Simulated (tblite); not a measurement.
Input of a run (GFN2-xTB geometry optimisation, gas phase (tblite 0.8.0)), started from a force field or distance geometry:
```
{"job": {"kind": "relax", "xc": "GFN2-xTB", "basis": "xTB"}, "charge": 0, "multiplicity": 1}
C      2.960400     0.515200     1.146300
C      2.023800     0.885400     0.022500
S      2.649300     1.852400    -1.127300
C      0.644600     0.404000    -0.038800
C     -0.316500     0.602100    -0.916800
C     -1.204400    -0.240800    -0.126500
Si    -2.753700     0.541600     0.509600
C     -1.254600    -1.653500    -0.467600
C     -0.282700    -1.884800     0.425000
C     -0.125300    -0.489300     0.869800
H      2.760400    -0.527200     1.459800
H      4.005600     0.575000     0.782600
H      2.827500     1.263900     1.957900
H     -0.428000     1.146900    -1.849300
H     -2.616400     0.709400     1.969200
H     -2.986500     1.870800    -0.045700
H     -3.908000    -0.309400     0.237600
H     -1.852700    -2.247200    -1.161700
H      0.199200    -2.817400     0.711900
H     -0.347200    -0.186300     1.874200
```

Output (eV, eV/Å):
```
step      E/eV     max force
  0    -736.23584    4.400
  1    -736.60046    2.423
  2    -736.74088    0.941
  3    -736.80273    0.622
  4    -736.83366    0.475
  5    -736.85647    0.319
  6    -736.87387    0.334
  7    -736.88983    0.286
  8    -736.90018    0.284
  9    -736.91054    0.206
 10    -736.91811    0.194
 11    -736.92438    0.165
 12    -736.92958    0.173
 13    -736.93397    0.151
 14    -736.93725    0.165
 15    -736.94026    0.153
 16    -736.94340    0.157
 17    -736.94643    0.122
 18    -736.94914    0.116
 19    -736.95149    0.124
 20    -736.95341    0.093
 21    -736.95491    0.092
 22    -736.95613    0.102
 23    -736.95730    0.088
 24    -736.95869    0.089
 25    -736.96037    0.105
 26    -736.96206    0.100
 27    -736.96332    0.076
 28    -736.96411    0.060
 29    -736.96473    0.059
 30    -736.96542    0.072
 31    -736.96612    0.079
 32    -736.96666    0.057
 33    -736.96701    0.039
 34    -736.96725    0.035
 35    -736.96751    0.049
 36    -736.96780    0.049
 37    -736.96813    0.045
 38    -736.96848    0.045
 39    -736.96881    0.043
 40    -736.96910    0.042
 41    -736.96934    0.037
 42    -736.96956    0.039
 43    -736.96983    0.048
 44    -736.97015    0.057
 45    -736.97047    0.051
 46    -736.97075    0.051
 47    -736.97104    0.046
 48    -736.97139    0.065
 49    -736.97177    0.066
 50    -736.97215    0.048
 51    -736.97251    0.048
 52    -736.97287    0.042
 53    -736.97323    0.048
 54    -736.97351    0.035
 55    -736.97369    0.034
 56    -736.97384    0.031
 57    -736.97404    0.037
 58    -736.97429    0.043
 59    -736.97456    0.044
 60    -736.97480    0.042
 61    -736.97500    0.030
 62    -736.97517    0.033
 63    -736.97532    0.029
 64    -736.97547    0.030
 65    -736.97564    0.032
 66    -736.97580    0.031
 67    -736.97593    0.025
 68    -736.97601    0.020
 69    -736.97607    0.017
 70    -736.97615    0.022
 71    -736.97626    0.029
 72    -736.97641    0.036
 73    -736.97661    0.047
 74    -736.97685    0.048
 75    -736.97709    0.039
 76    -736.97729    0.038
 77    -736.97743    0.026
 78    -736.97754    0.031
 79    -736.97764    0.028
 80    -736.97774    0.024
 81    -736.97786    0.027
 82    -736.97795    0.038
 83    -736.97817    0.054
 84    -736.97846    0.057
 85    -736.97880    0.042
 86    -736.97906    0.037
 87    -736.97926    0.038
 88    -736.97950    0.049
 89    -736.97993    0.062
 90    -736.98060    0.066
 91    -736.98043    0.160
 92    -736.98183    0.092
 93    -736.98232    0.078
 94    -736.98316    0.078
 95    -736.98358    0.044
 96    -736.98398    0.041
 97    -736.98464    0.045
 98    -736.98487    0.050
 99    -736.98566    0.063
100    -736.98641    0.068
101    -736.98690    0.101
102    -736.98753    0.086
103    -736.98805    0.064
104    -736.98859    0.042
105    -736.98881    0.037
106    -736.98916    0.040
107    -736.98941    0.044
108    -736.98968    0.041
109    -736.99001    0.041
110    -736.99048    0.051
111    -736.99094    0.057
112    -736.99124    0.052
113    -736.99156    0.042
114    -736.99178    0.037
115    -736.99210    0.037
116    -736.99271    0.066
117    -736.99338    0.078
118    -736.99432    0.086
119    -736.99530    0.116
120    -736.99620    0.133
121    -736.99728    0.071
122    -736.99800    0.051
123    -736.99858    0.051
124    -736.99938    0.074
125    -737.00028    0.092
126    -737.00141    0.090
127    -737.00252    0.101
128    -737.00269    0.112
129    -737.00370    0.062
130    -737.00416    0.053
131    -737.00479    0.043
132    -737.00528    0.064
133    -737.00591    0.076
134    -737.00699    0.085
135    -737.00834    0.076
136    -737.00957    0.064
137    -737.01040    0.055
138    -737.01085    0.054
139    -737.01136    0.063
140    -737.01182    0.043
141    -737.01245    0.041
142    -737.01276    0.039
143    -737.01337    0.034
144    -737.01376    0.037
145    -737.01401    0.040
146    -737.01429    0.046
147    -737.01455    0.043
148    -737.01505    0.031
149    -737.01526    0.029
150    -737.01547    0.027
151    -737.01558    0.026
152    -737.01569    0.025
153    -737.01577    0.022
154    -737.01584    0.019
155    -737.01591    0.018
156    -737.01598    0.018
157    -737.01607    0.020
158    -737.01615    0.017
159    -737.01623    0.015
160    -737.01630    0.017
161    -737.01641    0.021
162    -737.01650    0.021
163    -737.01658    0.019
164    -737.01667    0.022
165    -737.01677    0.022
166    -737.01689    0.025
167    -737.01700    0.026
168    -737.01712    0.029
169    -737.01724    0.028
170    -737.01735    0.022
171    -737.01743    0.018
172    -737.01749    0.014
173    -737.01754    0.013
174    -737.01759    0.013
175    -737.01763    0.011
176    -737.01766    0.013
177    -737.01768    0.012
178    -737.01770    0.015
179    -737.01772    0.013
180    -737.01775    0.013
181    -737.01777    0.011
182    -737.01779    0.012
183    -737.01782    0.010
```

**Question.** Summarise the run.

**Answer.** The energy falls by 75.4 kJ/mol over 183 L-BFGS steps, the largest force on an atom goes from 4.40 to 0.010 eV/Å, and the atoms move by 0.505 Å rms after alignment. The bond that changes most is C6–C10 (sp3 carbon bound to silicon to sp3 carbon at a ring junction), which lengthens by 0.076 Å. Bonds longer at the end by more than 0.005 Å: 9 of 21; shorter: 10. Among the angles that change most is C6–C10–H20, from 115.4° to 124.6°. Among the dihedrals that turn most is C8–C6–Si7–H17, from -15° to -72°. The energy rose by more than 1e-5 eV at step 91. The first step brought 47 % of the lowering.

**Question.** What are the final bond lengths?

**Answer.** C1–C2 1.493 Å, C2=S3 1.643 Å, C2–C4 1.422 Å, C4=C5 1.352 Å, C5–C6 1.499 Å, C6–Si7 1.890 Å, C6–C8 1.516 Å, C8=C9 1.329 Å, C9–C10 1.507 Å, C4–C10 1.519 Å, C6–C10 1.566 Å, C1–H11 1.090 Å, C1–H12 1.087 Å, C1–H13 1.091 Å, C5–H14 1.073 Å, Si7–H15 1.463 Å, Si7–H16 1.462 Å, Si7–H17 1.463 Å, C8–H18 1.073 Å, C9–H19 1.074 Å, C10–H20 1.084 Å. Numbering counts from 1 in the input's order; the species is `CC(=S)C1=C[C@@]2([SiH3])C=C[C@@H]12`.

The run took 3.4 s on one thread of an Arm Neoverse N1, shared host.

Its GFN2-xTB frequencies are all real (lowest 48 cm⁻¹). One conformer, not necessarily the lowest. 3 starts were optimised and ended at 0.00, 0.02 and 0.02 kcal/mol (GFN2-xTB); the lowest of these is shown.

These are computed values.
